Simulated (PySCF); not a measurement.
## Fractional electron number in Cr (chromium, neutral)

The 4s alpha orbital of [Ar] 3d5 4s1 is emptied in steps (occupation f), with all orbitals relaxed, ending at [Ar] 3d5. Calculation: PySCF 2.14, in def2-SVP (5s3p2d1f, 31 functions); the non-relativistic Hamiltonian (point nucleus). The exact energy is a straight line in f; departures are measured from the line between the end points of the same method.

```
  f  PBE0 (eV)  r2SCAN (eV)  LC-wPBE (eV)
  1      0.000        0.000         0.000
0.9     -0.194       -0.241        -0.002
0.7     -0.453       -0.563        -0.003
0.5     -0.541       -0.674        -0.002
0.3     -0.455       -0.567         0.000
0.1     -0.194       -0.242         0.000
  0      0.000        0.000         0.000
```

```json
{"method": "PBE0", "E(f=0) − E(f=1) (eV)": "6.699", "−ε at f=1 (eV)": "4.552", "−ε at f=0.5 (eV)": "6.693"}
{"method": "r2SCAN", "E(f=0) − E(f=1) (eV)": "6.865", "−ε at f=1 (eV)": "4.189", "−ε at f=0.5 (eV)": "6.851"}
{"method": "LC-wPBE", "E(f=0) − E(f=1) (eV)": "6.403", "−ε at f=1 (eV)": "6.375", "−ε at f=0.5 (eV)": "6.410"}
```

Orbital energy along the path (eV):

```tsv
f	PBE0	r2SCAN	LC-wPBE
1	-4.552	-4.189	-6.375
0.9	-4.974	-4.724	-6.387
0.7	-5.828	-5.782	-6.403
0.5	-6.693	-6.851	-6.410
0.3	-7.565	-7.947	-6.407
0.1	-8.435	-9.026	-6.403
0	-8.839	-9.536	-6.406
```

Reference removal energy between the ground levels: 6.767 eV (measured; NIST Atomic Spectra Database, ionization energies).
